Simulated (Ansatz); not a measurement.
Species: thiophen-3-ylsilane, C4H6SSi (charge 0, singlet). 
Coordinates optimised at B3LYP-D3(BJ)/def2-TZVP (Ansatz, a program for electronic structure):
```xyz
12

Si     2.3513    -0.3340     0.3570
C      0.5144    -0.1307     0.1386
C     -0.4977    -0.8308     0.8716
C     -1.7652    -0.4868     0.5069
S     -1.7627     0.6982    -0.7382
C     -0.0460     0.7320    -0.7693
H      2.7605     0.0025     1.7421
H      2.7649    -1.7329     0.0905
H      3.0466     0.5686    -0.5895
H     -0.2868    -1.5616     1.6401
H     -2.6960    -0.8625     0.8993
H      0.4635     1.3879    -1.4571
```

Parts of the frozen-core correlation energy in aug-cc-pV(T+d)Z (Ansatz, hartree). Frozen orbitals: 14; correlated occupied orbitals by spin: 16 and 16; virtual: 402 and 402. No spin-orbit coupling. Non-relativistic. The restricted reference is unstable.

```tsv
term	value
reference (HF)	-841.49926
MP2 opposite-spin	[?]
MP2 same-spin	-0.22904
CCSD correlation	[?]
(T)	[?]
T1 diagnostic	0.013
largest doubles amplitude	0.049
```

Question: Complete the blanks.

Answer: 
- MP2 opposite-spin, value: -0.72496
- CCSD correlation, value: -0.99158
- (T), value: -0.05448
